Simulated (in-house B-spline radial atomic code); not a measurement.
# How G0W0 and RPA depend on the start: the antimony ion Sb³⁺

Configuration [Kr] 4d10 5s2. Computed with a B-spline radial code for spherical atoms: all electrons, non-relativistic, point nucleus, each spin shell either full or empty, empty states to l = 9 with an (l + 1/2)⁻⁴ tail; G0W0 by contour deformation at full frequency.

Without relativity these are model numbers: it shifts the levels of so heavy an element strongly and can reorder them.

```tsv
start	mean-field 5s (eV)	G0W0 (eV)	QP weight	RPA correlation (Eh)
Hartree-Fock	-40.35	-42.29	0.970	-3.4628
LDA VWN5	-37.94	-42.69	0.946	-3.7727
PBE	-37.46	?	?	?
PBE0	-38.42	-42.53	0.954	-3.6816
r2SCAN	-37.59	-42.61	0.951	-3.7132
HSE06	-38.11	?	?	?
B3LYP (VWN-RPA)	-38.48	-42.59	0.953	-3.6997
SCAN	-37.78	-42.62	0.951	-3.7121
TPSS	-37.28	-42.62	0.947	-3.7515
BHandHLYP	-39.45	-42.47	0.960	-3.6044
CAM-B3LYP	-40.06	-42.52	0.961	-3.662
LC-wPBE	-41.18	-42.42	0.966	-3.6605
wB97X	-41.01	-42.44	0.965	-3.6442
PBEsol	-37.53	-42.64	0.947	-3.7689
BLYP	-37.55	-42.67	0.946	-3.768
r2SCAN0	-38.57	-42.52	0.957	-3.6464
LDA exchange-only	-36.59	-42.72	0.947	-3.7716
```

Problem. What G0W0 level, weight and RPA correlation energy follow from the HSE06 start?

Solution. G0W0 level -42.56 eV, weight 0.952, RPA correlation -3.6898 hartree.

Problem. What G0W0 level, weight and RPA correlation energy follow from the PBE start?

Solution. G0W0 level -42.63 eV, weight 0.946, RPA correlation -3.7664 hartree.

Problem. How much of the dependence on the start does G0W0 remove?

Solution. The mean-field levels span 4.59 eV and the G0W0 levels 0.427 eV. Against 43.804 ± 0.025 eV (NIST, measured) the G0W0 removal energies are off by -1.51 to -1.09 eV, with relativity, Breit and QED terms left out.
